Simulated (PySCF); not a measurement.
Computed shifts of a molecule C3H10O2Si, PySCF with PBE/pcSseg-1, GIAO, gas phase, atoms alike by connectivity averaged where their shifts nearly agree, in ppm (number of nuclei): ¹³C: 78.1 (1), 74.4 (1), 23.6 (1). ²⁹Si: -27.6 (1). ¹H: 5.30 (3), 4.16 (1), 3.98 (1), 3.86 (1), 1.79 (1), 1.52 (3). References: ¹³C against TMS (σ = 182.0 ppm); ¹⁷O against H2O (σ = 334.3 ppm); ²⁹Si against TMS (σ = 335.4 ppm); ¹H against TMS (σ = 31.49 ppm), references at their B3LYP-D3(BJ)/def2-TZVP geometries, non-relativistic. Coordinates come from a B3LYP-D3(BJ)/def2-SVP optimisation. One conformer was computed; it need not be the lowest.

Problem. Pick the molecule that these values belong to.
A. CC[SiH](O)OC
B. C[C@H](O)[Si@@H](C)O
C. C[C@@H](O)CO[SiH3]
D. CO[SiH2][C@H](C)O

Solution. C, C[C@@H](O)CO[SiH3]
